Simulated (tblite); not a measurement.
Input of a run (GFN2-xTB geometry optimisation, gas phase (tblite 0.8.0)), started from a force field or distance geometry:
```
{"job": {"kind": "relax", "xc": "GFN2-xTB", "basis": "xTB"}, "charge": 0, "multiplicity": 2}
C     -2.687400     0.497500     0.298100
C     -1.771800    -0.500300    -0.236300
O     -2.166700    -1.602100    -0.585400
C     -0.346200    -0.082700    -0.284800
C      0.564900    -0.956100    -0.737400
O      1.913000    -0.792400    -0.884300
C      2.471000     0.459800    -0.484600
H     -3.735900     0.234400     0.353200
H     -2.351200     1.468000     0.625100
H     -0.095100     0.899800     0.073500
H      0.296300    -1.952100    -1.091900
H      3.546000     0.416600    -0.652800
H      2.053500     1.277600    -1.068900
H      2.308900     0.631700     0.584500
```

Output (eV, eV/Å):
```
step      E/eV     max force
  0    -606.55992    1.533
  1    -606.60226    0.752
  2    -606.61319    0.257
  3    -606.61924    0.212
  4    -606.62264    0.164
  5    -606.62451    0.131
  6    -606.62643    0.131
  7    -606.62753    0.081
  8    -606.62815    0.074
  9    -606.62864    0.068
 10    -606.62909    0.077
 11    -606.62940    0.043
 12    -606.62954    0.034
 13    -606.62964    0.035
 14    -606.62976    0.045
 15    -606.62988    0.041
 16    -606.62995    0.015
 17    -606.62998    0.010
 18    -606.62999    0.014
 19    -606.63000    0.012
 20    -606.63001    0.007
```

Problem. Summarise the run.

Solution. The energy falls by 0.070 eV over 20 L-BFGS steps, the largest force on an atom goes from 1.53 to 0.007 eV/Å, and the atoms move by 0.029 Å rms after alignment. The bond that changes most is C1–C2 (ends: carbon bonded to C and 2 H; carbon bonded to 2 C and O), which shortens by 0.036 Å. Bonds longer at the end by more than 0.005 Å: 2 of 13; shorter: 6. Among the angles that change most is C4–C5–H11, from 122.5° to 119.2°. The energy never rose by more than 1e-5 eV on the way. The first step brought 60 % of the lowering.

Problem. What are the final bond lengths?

Solution. C1–C2 1.420 Å, C2=O3 1.238 Å, C2–C4 1.471 Å, C4=C5 1.342 Å, C5–O6 1.333 Å, O6–C7 1.412 Å, C1–H8 1.076 Å, C1–H9 1.075 Å, C4–H10 1.078 Å, C5–H11 1.084 Å, C7–H12 1.088 Å, C7–H13 1.094 Å, C7–H14 1.094 Å. Numbering counts from 1 in the input's order; the species is `O(C)/C=C/C([CH2])=O` [radical].

Its GFN2-xTB frequencies are all real (lowest 70 cm⁻¹).

Shape of the structure used: `[CH2:1][C:2](=[O:3])/[CH:4]=[CH:5]/[O:6][CH3:7]`: C1–C2–C4–C5 180°, C4–C5–O6–C7 0°.

One conformer stands for the species.

These are computed values.
